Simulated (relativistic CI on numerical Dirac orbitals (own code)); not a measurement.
Hyperfine structure of Tl LXXIX, mass number 203

Calculated at this level of theory: Dirac-Coulomb-Breit CI, separate exchange-only KLI orbitals for each configuration, a model potential for QED, unscaled Slater integrals (own radial code, finite nucleus).

Configuration list (outside the closed core 1s2): 2s, 2p, 3s, 3p, 3d, 4s, 4p, 4d, 4f, 5s, 5p, 5d, 5f, 5g. Levels of other configurations are missing.

Nuclear spin I = 1/2, μ = 1.616 μN (tables of Stone and Pyykkö). The electronic factors are computed for point nuclear moments, without core polarisation or the Bohr-Weisskopf and QED corrections.

```json
{"Level": "2s ²S1/2", "E (eV)": "0.0", "A (GHz)": "122100"}
{"Level": "2p ²P°1/2", "E (eV)": "227.3", "A (GHz)": "40150"}
{"Level": "2p ²P°3/2", "E (eV)": "2506.2", "A (GHz)": "3809"}
{"Level": "3s ²S1/2", "E (eV)": "13770.5", "A (GHz)": "36330"}
{"Level": "3p ²P°1/2", "E (eV)": "13831.1", "A (GHz)": "12510"}
{"Level": "3p ²P°3/2", "E (eV)": "14511.4", "A (GHz)": "1195"}
{"Level": "3d ²D3/2", "E (eV)": "14523.5", "A (GHz)": "692.3"}
{"Level": "3d ²D5/2", "E (eV)": "14708.7", "A (GHz)": "268.7"}
```

Levels with J = 0, under 50 % of one LS term, or S terms without an open s electron are left out. Small factors come from cancelling terms and can be off by tens of per cent or more.

At this charge energies of transitions that change n are usually good to better than 1 %, and those within a shell (Δn = 0) to a few per cent.

**Question.** Give the hyperfine levels of 2s ²S1/2 relative to its centre of gravity.

**Answer.** With K = F(F + 1) − I(I + 1) − J(J + 1), E = AK/2: F = 0: -91570, F = 1: 30520 GHz.
